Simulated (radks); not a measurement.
The numbers below are computed, except where a source is named.
Spherical quantum dot in the effective-mass picture: electrons in a parabolic well V = omega^2 r^2 / 2 with omega = 4.35, with a point charge +1 (a donor) at the centre, all in effective atomic units (hartree* = m*/eps^2 hartree, bohr* = eps/m* bohr), one dielectric constant everywhere. Level of theory: non-relativistic Kohn-Sham, LDA (Slater exchange, Perdew-Wang correlation), spin-polarised, spherical densities (a radial shooting solver with Libxc functionals). Levels are named by radial order and angular momentum (1s, 1p, 1d, 2s, ...), and open shells are averaged over m. Each electron was tried in the lowest free levels, single moves between levels near the top were tried too, and the lowest total energy was kept; such a search can miss a lower state. At N = 1 the Hartree and exchange-correlation terms need not cancel, so that row can carry a self-interaction error.

| N | open shells | 2S | E (hartree*) | mu = E(N) - E(N-1) (hartree*) | addition energy mu(N+1) - mu(N) (hartree*) | e(HOMO) (hartree*) | rms radius (bohr*) |
|---|---|---|---|---|---|---|---|
| 1 | 1s(up 1, down 0) | 1 | 4.10151 | 4.1015 | 1.745 | 4.7606 | 0.5348 |
| 2 | none | 0 | 9.94788 | 5.8464 | 6.016 | 6.4955 | 0.5544 |
| 3 | 1p(up 1, down 0) | 1 | 21.8099 | 11.862 | 1.059 | 12.384 | 0.6365 |
| 4 | 1p(up 2, down 0) | 2 | 34.7308 | 12.921 | 1.083 | 13.461 | 0.6791 |
| 5 | 1p(up 3, down 0) | 3 | 48.7349 | 14.004 | 1.399 | 14.547 | 0.7076 |
| 6 | 1p(up 3, down 1) | 2 | 64.1382 | 15.403 | 1.007 | 15.901 | 0.7306 |
| 7 | 1p(up 3, down 2) | 1 | 80.5483 | 16.410 | 1.025 | 16.922 | 0.7493 |
| 8 | none | 0 | 97.9837 | 17.435 | 4.432 | 17.949 | 0.7654 |
| 9 | 2s(up 1, down 0) | 1 | 119.851 | 21.867 | 1.035 | 22.330 | 0.7942 |
| 10 | none | 0 | 142.754 | 22.903 | 1.096 | 23.362 | 0.8184 |
| 11 | 1d(up 1, down 0) | 1 | 166.752 | 23.998 | 0.8694 | 24.433 | 0.8393 |
| 12 | 1d(up 2, down 0) | 2 | 191.620 | 24.868 | 0.8681 | 25.302 | 0.8575 |
| 13 | 1d(up 3, down 0) | 3 | 217.356 | 25.736 | 0.8652 | 26.169 | 0.8738 |
| 14 | 1d(up 4, down 0) | 4 | 243.957 | 26.601 | 0.8612 | 27.032 | 0.8885 |
| 15 | 1d(up 5, down 0) | 5 | 271.419 | 27.462 | 1.083 | 27.891 | 0.9020 |
| 16 | 1d(up 5, down 1) | 4 | 299.965 | 28.546 | 0.8284 | 28.960 | 0.9148 |
| 17 | 1d(up 5, down 2) | 3 | 329.339 | 29.374 | 0.8276 | 29.788 | 0.9267 |
| 18 | 1d(up 5, down 3) | 2 | 359.541 | 30.202 | 0.8254 | 30.615 | 0.9380 |
| 19 | 1d(up 5, down 4) | 1 | 390.568 | 31.027 | 0.8221 | 31.439 | 0.9486 |
| 20 | none | 0 | 422.417 | 31.849 | 4.044 | 32.259 | 0.9587 |
| 21 | 1f(up 1, down 0) | 1 | 458.310 | 35.893 | 0.7451 | 36.266 | 0.9731 |
| 22 | 1f(up 2, down 0) | 2 | 494.948 | 36.638 | 0.7434 | 37.010 | 0.9865 |
| 23 | 1f(up 3, down 0) | 3 | 532.330 | 37.381 | 0.7412 | 37.752 | 0.9991 |
| 24 | 1f(up 4, down 0) | 4 | 570.452 | 38.123 | 0.7388 | 38.492 | 1.011 |
| 25 | 1f(up 5, down 0) | 5 | 609.314 | 38.861 | 0.7360 | 39.230 | 1.022 |
| 26 | 1f(up 6, down 0) | 6 | 648.911 | 39.597 | 0.7332 | 39.964 | 1.033 |
| 27 | 1f(up 7, down 0) | 7 | 689.242 | 40.331 | 0.9273 | 40.696 | 1.043 |
| 28 | 1f(up 7, down 1) | 6 | 730.499 | 41.258 | 0.7143 | 41.615 | 1.053 |
| 29 | 1f(up 7, down 2) | 5 | 772.472 | 41.972 | 0.7130 | 42.329 | 1.062 |
| 30 | 1f(up 7, down 3) | 4 | 815.157 | 42.685 | 0.7112 | 43.041 | 1.071 |
| 31 | 1f(up 7, down 4) | 3 | 858.553 | 43.396 | 0.7091 | 43.751 | 1.080 |
| 32 | 1f(up 7, down 5) | 2 | 902.659 | 44.106 | 0.7069 | 44.459 | 1.089 |
| 33 | 1f(up 7, down 6) | 1 | 947.471 | 44.812 | 0.7044 | 45.165 | 1.097 |
| 34 | none | 0 | 992.988 | 45.517 | 0.9032 | 45.868 | 1.105 |
| 35 | 2p(up 1, down 0) | 1 | 1039.41 | 46.420 | 0.7188 | 46.780 | 1.113 |
| 36 | 2p(up 2, down 0) | 2 | 1086.55 | 47.139 | 0.7175 | 47.498 | 1.120 |
| 37 | 2p(up 3, down 0) | 3 | 1134.40 | 47.856 | 0.8117 | 48.214 | 1.128 |
| 38 | 2p(up 3, down 1) | 2 | 1183.07 | 48.668 | 0.7073 | 49.022 | 1.135 |
| 39 | 2p(up 3, down 2) | 1 | 1232.45 | 49.375 | 0.7061 | 49.729 | 1.142 |
| 40 | none | 0 | 1282.53 | 50.081 | 3.131 | 50.434 | 1.149 |
| 41 | 1g(up 1, down 0) | 1 | 1335.74 | 53.213 | 0.6428 | 53.534 | 1.158 |
| 42 | 1g(up 2, down 0) | 2 | 1389.60 | 53.856 | - | 54.176 | 1.166 |

All shells are closed at N = 2, 8, 10, 20, 34, 40 (there: 1s2 1p6 1d10 2s2 1f14 2p6); the second difference of the energy has clear peaks (12 % above both neighbours; the first and last values, which can be the largest, are not judged, and half-filled shells can peak too) at N = 2, 5, 8, 15, 20, 27, 34, 37, 40.
